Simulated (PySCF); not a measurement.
ClI, SMILES ClI.

Coordinates come from a B3LYP-D3(BJ)/def2-TZVP optimisation. The def2 effective core potentials stand for the cores of I; spin–orbit coupling is left out.

Two levels are set side by side: PBE/def2-TZVPD (PySCF) and HF/def2-TZVPD (PySCF). Same geometry, gas phase. Differences are taken from unrounded values.

| quantity | HF |
|---|---|
| orbital gap (eV) | 10.29 |
| highest occupied level (eV) | -10.60 |
| lowest empty level (eV) | -0.31 |
| dipole moment (D) | 1.37 |
| mean polarisability (bohr³) | 48.7 |

Q: What does PBE give, and how far is it from HF? (An estimate is asked for; the answer gives what the named calculation found.)

A: 
```tsv
quantity	PBE	PBE minus HF
orbital gap (eV)	2.13	-8.16
highest occupied level (eV)	-6.68	3.92
lowest empty level (eV)	-4.55	-4.24
dipole moment (D)	1.12	-0.25
mean polarisability (bohr³)	51.1	2.4
```

Without exact exchange PBE keeps part of each electron's self-repulsion, which lifts occupied levels and narrows the gap. PBE's more diffuse valence density responds more strongly to a field. Differences between two approximate levels are no errors against the true value.

Rough cost on one machine, each run with all the roots and properties that it gave: HF against PBE about 1/2.
